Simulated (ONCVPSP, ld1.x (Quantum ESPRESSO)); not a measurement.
# Potentials for B compared

Generated with ld1.x 7.5 (TM, RRKJ, ultrasoft, PAW), atompaw 4.2 or ONCVPSP 4.0.1. The cutoff is in Ry: for ld1.x and atompaw files where the sum of valence levels is converged to 10 mRy in a Bessel basis, for ONCV files where the hardest occupied wave has 1 mHa per electron of residual kinetic energy. The error is the largest all-electron minus pseudo excitation energy over each file’s own four to seven test configurations (ionisations up to +4, promotions, holes and added fractions of an electron), all of which were solved. The labels leave out finer settings (local radius, basis sizes, second energies), which also bear on the numbers. Spin-polarised tests are not counted. The rows are a selection from randomly drawn settings: files with unsolved tests, undetermined cutoffs or missed reference levels are left out.

A true bound ghost makes a file unfit for plane-wave use even where its test errors are small: the radial tests pick states by their node count and pass the ghost by.

```tsv
potential	cutoff (Ry)	largest error (meV)	bound ghosts
ONCV, PW91, scalar-relativistic, rc 0.60/0.45/0.65 (spd), local smoothed, core correction no, reference 1s2 2s1, qcut 18.1/17.9/13.1, projectors 2/2/2	265	+4.3	none
ONCV, Wu-Cohen, scalar-relativistic, rc 1.30/3.05/2.50 (spd), local smoothed, core correction no, reference 2s2 2p1, qcut 6.5/4.9/3.3, projectors 2/2/2	26	+235	none
ONCV, PBEsol, scalar-relativistic, rc 1.35/3.15/2.70 (spd), local smoothed, core correction yes, reference 2s2 2p1, qcut 5.8/3.7/3.2, projectors 2/1/3	24	+316	none
ONCV, PBE, scalar-relativistic, rc 1.10/3.05 (sp), local smoothed, core correction yes, reference 2s1.5 2p1.5, qcut 7.3/5.3, projectors 2/2	25	+335	s
TM semilocal, LDA (PZ), non-relativistic, rc 1.50/3.60/3.45 (spd), local p, core correction yes, reference 2s2 2p1	18	+484	none
ultrasoft, PBEsol, scalar-relativistic, rc 1.50/2.75 (sp), local smoothed, core correction yes, reference 2s2 2p1	8	-146	none
```

Q: Fill in the row for B: ONCV, PBE, non-relativistic, rc 1.60/2.90/2.60 (spd), local smoothed, core correction yes, reference 2s2 2p1, qcut 5/5.2/3.5, projectors 2/3/2.

A: cutoff 18 Ry, largest error +219 meV, bound ghosts: none.
